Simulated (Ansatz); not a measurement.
`[CH3][AlH][SiH2]C` + HCl → `[CH3][AlH][SiH2]Cl` + CH₄ at 700 K and 1 bar (ligand exchange at the Si–C bond).

Computed with Ansatz on PBE0-D4/def2-TZVP structures; ΔE is electronic, products minus reactants. CCSD(T)/CBS is the MP2 limit (def2-TZVPP, def2-QZVPP) plus CCSD(T) − MP2 in def2-TZVPP, frozen cores. This one scheme is used for every species. One conformer a species, not always the lowest.

```tsv
species	CCSD(T)/CBS energy (Eh)	H − E (kJ/mol)	S (J/(mol·K))
`[CH3][AlH][SiH2]C`	-612.61439	345.1	537.0
HCl	-460.38127	38.4	211.8
`[CH3][AlH][SiH2]Cl`	-1032.57399	241.3	507.1
CH₄	-40.46206	145.9	224.0
```

H − E and S are ideal-gas, rigid-rotor, harmonic terms from PBE0-D4/def2-TZVP, for one conformer and one mirror image of each species. 1 Eh = 2625.50 kJ/mol, R = 8.31446 J/(mol·K).

Task: By hand: ΔE, ΔH, ΔS and ΔG.

Result: ΔE = (-1032.57399) + (-40.46206) − (-612.61439) − (-460.38127) = -0.04039 Eh = -106.0 kJ/mol. Δ(H − E) = 241.3 + 145.9 − 345.1 − 38.4 = 3.7, so ΔH = -102.3 kJ/mol. ΔS = 507.1 + 224.0 − 537.0 − 211.8 = -17.7 J/(mol·K). ΔG = -102.3 − 700 × (-17.7)/1000 = -89.9 kJ/mol.

Task: By hand: the equilibrium constant, and the temperature at which ΔG would vanish if ΔH and ΔS stayed fixed.

Result: log₁₀ K = −ΔG/(RT ln 10) = 6.7. ΔG = 0 at ΔH/ΔS = 5780 K, far beyond where these terms or the molecules hold.

ΔH outweighs TΔS. A doubt of 5 kJ/mol in ΔE shifts log₁₀ K by 0.4 here. Other conformers and mirror images would add mixing entropy, several J/(mol·K) or more a flexible species. Modes under 60 cm⁻¹, often nearly free rotors, make the harmonic entropy too high. These are equilibria of isolated gas molecules and say nothing of rates. Largest T1 diagnostic: 0.011 (customary marks: 0.02 for closed shells, 0.045 for open ones).
